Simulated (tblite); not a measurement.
Species: CH7Ge2O (doublet state).
Cartesian coordinates in Å at the GFN2-xTB level; atoms count from 1:
```xyz
11
CH7Ge2O angstrom
C     -1.7783    0.7525    0.5437
O     -1.5740    0.0320   -0.5839
Ge    -0.1074   -0.9623   -0.8302
Ge     1.7123    0.2533    0.1417
H     -2.5964    1.4489    0.4882
H     -1.4864    0.3432    1.4983
H     -0.2377   -1.2081   -2.3117
H     -0.3826   -2.2917   -0.1348
H      1.5490    0.4268    1.6239
H      3.0362   -0.4239   -0.0389
H      1.8708    1.6321   -0.4221
```

Method: GFN2-xTB as coded in tblite; computed harmonic values from a numerical Hessian at the method's own geometry, unscaled. The method is semi-empirical: single wavenumbers can be off by several per cent or more. Modes of hydrogen on germanium can be 10 to 20 % off. One conformer, not necessarily the lowest. Open shells enter through the occupations alone, without spin polarisation, and single modes of such species can be off by tens of per cent. The optimisation stopped once no atom felt more than 0.01 eV/Å.

Lowest wavenumbers of the output (negative numbers stand for imaginary wavenumbers):
```
mode    cm-1
  1     -41.4
  2      60.9
  3     107.2
  4     175.2
  5     223.3
  6     249.6
  7     303.6
  8     402.4
```

Q: Is this structure a minimum?

A: Not by this Hessian. 1 mode is imaginary beyond 20i (41i cm⁻¹), so at this level the point lies at or near a first-order saddle. The curvature is small, so loose convergence or finite differences may be the whole cause.

Q: Which atoms move in the imaginary mode?

A: 41i: H11 (hydrogen on germanium) 25 %, H10 (hydrogen on germanium) 21 %, C1 (carbon bonded to O and 2 H) 19 %, H9 (hydrogen on germanium) 18 %. These are shares of the mass-weighted motion.

Q: What is the remedy?

A: Step along that mode in both directions, optimise again with tighter thresholds and repeat the frequencies. The zero-point energy of this point (38.7 kcal/mol) counts the 26 real modes alone, and thermal corrections from it aren't those of a minimum.

Hardware: an Arm Neoverse V2 with one thread, shared host with 48 logical CPUs at a one-minute load of 25. Cost: 0.19 s of wall time. This covers the Hessian and the dipole derivatives.
